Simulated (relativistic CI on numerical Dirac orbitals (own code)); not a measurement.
**Crystal-field levels of Rh2+, 4d7**

Calculated by Dirac-Coulomb-Breit CI, separate exchange-only KLI orbitals for each configuration, model QED (radiative potential, 1s self-energy scaled to tabulated hydrogen-like ionisation energies), valence Slater integrals scaled by 0.7, one configuration in a parametric crystal field (own radial code).

Field parameters in Wybourne normalisation: D4h B²₀ = −7Ds, B⁴₀ = 21(Dq − Dt), B⁴₄ = 21√(5/14) Dq. The field is a parameter set, without covalency.

S and J are read from ⟨S²⟩ = S(S + 1) and ⟨J²⟩ = J(J + 1) of each level; they are not fictitious spins.

D4h, 10Dq = 20800, Ds = -1500, Dt = 550 cm⁻¹, the lowest 16 levels:

```csv
E (cm⁻¹),Degeneracy,Irrep,S,J
0.0,2,Γ7,0.61,3.94
2873,2,Γ6,0.81,3.92
4554,2,Γ6,1.40,3.91
4835,2,Γ6,1.43,3.85
5359,2,Γ7,1.49,3.37
6198,2,Γ7,1.45,3.14
11688,2,Γ7,1.46,3.49
11991,2,Γ6,1.47,3.53
15114,2,Γ6,0.58,4.42
15161,2,Γ7,0.58,4.54
16757,2,Γ6,0.56,4.02
17189,2,Γ7,0.58,3.68
18514,2,Γ7,0.59,3.09
19710,2,Γ6,0.79,2.97
20453,2,Γ7,0.77,3.56
20854,2,Γ7,1.35,3.42
```

Principal g values of the ground doublet: 2.28, 2.28, 2.47.

D4h, 10Dq = 20800, Ds = -1090, Dt = 550 cm⁻¹, the lowest 10 levels:

```csv
E (cm⁻¹),Degeneracy,Irrep,S,J
0.0,2,Γ7,0.62,3.94
1513,2,Γ6,0.65,3.94
4054,2,Γ6,1.44,4.00
4391,2,Γ6,1.48,3.76
4973,2,Γ7,1.49,3.40
5846,2,Γ7,1.44,3.16
10335,2,Γ7,1.48,3.43
10616,2,Γ6,1.47,3.47
14834,2,Γ6,0.60,4.34
14918,2,Γ7,0.55,4.60
```

Principal g values of the ground doublet: 2.29, 2.29, 2.48.

D4h, 10Dq = 20800, Ds = -680, Dt = 550 cm⁻¹, the lowest 16 levels:

| E (cm⁻¹) | Degeneracy | Irrep | S | J |
| --- | --- | --- | --- | --- |
| 0.0 | 2 | Γ7 | 0.64 | 3.93 |
| 57.6 | 2 | Γ6 | 0.59 | 3.96 |
| 3607 | 2 | Γ6 | 1.47 | 4.03 |
| 3989 | 2 | Γ6 | 1.49 | 3.74 |
| 4584 | 2 | Γ7 | 1.48 | 3.43 |
| 5502 | 2 | Γ7 | 1.43 | 3.19 |
| 8934 | 2 | Γ7 | 1.49 | 3.37 |
| 9212 | 2 | Γ6 | 1.47 | 3.42 |
| 14435 | 2 | Γ6 | 0.63 | 4.12 |
| 14450 | 2 | Γ7 | 0.54 | 4.54 |
| 15310 | 2 | Γ6 | 0.53 | 4.41 |
| 15370 | 2 | Γ7 | 0.58 | 3.80 |
| 18380 | 2 | Γ7 | 0.56 | 3.03 |
| 19000 | 2 | Γ6 | 0.95 | 3.33 |
| 19261 | 2 | Γ7 | 1.46 | 3.43 |
| 19617 | 2 | Γ6 | 0.54 | 4.21 |

Principal g values of the ground doublet: 2.31, 2.31, 2.49.

The free-ion ground term has S = 3/2. The field overcomes the spin-pairing energy for D4h, 10Dq = 20800, Ds = -1500, Dt = 550 cm⁻¹; D4h, 10Dq = 20800, Ds = -1090, Dt = 550 cm⁻¹; D4h, 10Dq = 20800, Ds = -680, Dt = 550 cm⁻¹, where the ground state has lower spin; these fields are assumed values.

Levels of this model without a field, named by their leading LS term (the scale mimics covalency, so terms lie below those of the real free ion): ⁴F9/2 0, ⁴F7/2 2048, ⁴F5/2 3301, ⁴F3/2 4080, ⁴P3/2 10497, ⁴P5/2 10742, ²G9/2 11017, ⁴P1/2 12020 cm⁻¹.
